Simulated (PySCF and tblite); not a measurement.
The numbers below are computed, except where a source is named.
C₄H₇FO₂, numbered as in [F:1][CH:2]1[CH2:3][O:4][CH2:5][O:6][CH2:7]1.

Search: ETKDG and KDG, MMFF94s, GFN2-xTB, 90 starts; geometries at PBE0-D3(BJ)/def2-SVP. Free energies are PBE0-D3(BJ)/def2-TZVP single points with GFN2-xTB rigid-rotor and vibrational terms (modes under about 100 cm⁻¹ blended into free rotors). Symmetry numbers and mirror images are counted. Conformers within 4 kcal/mol (GFN2-xTB free energy) were kept, 5 at most. GIAO shieldings: PBE0/pcSseg-1. Shifts are against TMS (¹H), TMS (¹³C), CFCl3 (¹⁹F) at the same level; of two unlike H on one atom, a is the less shielded. Codes: tblite and PySCF.

The 6-ring runs over atoms 2–3–4–5–6–7. Of a mirror pair one member is shown.

| conformer | shape | symmetry | E(GFN2) kcal/mol | E(DFT) kcal/mol |
| --- | --- | --- | --- | --- |
| 1 | 6-ring chair (all substituents equatorial) | Cs | 0.00 | 0.00 |
| 2 | 6-ring chair (F1 axial) | Cs | 3.13 | 0.32 |
| 3 | 6-ring twist-boat (ring torsions 66, -35, -32, 69, -34, -28°) | C1 (pair) | 3.91 | 4.05 |

(1) How much do the weights at 298.15 K and the averaged shift of H3b/H7b depend on how the conformers are weighted?

Answers

(1) 
```
                                                              weighting  1 (%)  2 (%)  3 (%)  δ (ppm)  rms dipole (D)
DFT energy with thermal terms, symmetry and mirror images (full scheme)     58     42      0     3.58            2.02
                             DFT energy with symmetry and mirror images     63     37      0     3.52            1.91
                                                        bare DFT energy     63     37      0     3.52            1.91
                        GFN2-xTB energy with symmetry and mirror images     99      0      0     3.13            0.77
                                                   GFN2-xTB free energy     99      1      1     3.14            0.78
                                                leading conformer alone    100      0      0     3.13            0.74
                                                          equal weights     33     33     33     3.70            1.92
                         full scheme, search stopped after three starts      0     99      1     4.20            2.99
```

The largest departure from the full scheme, 0.62 ppm, comes with: full scheme, search stopped after three starts.
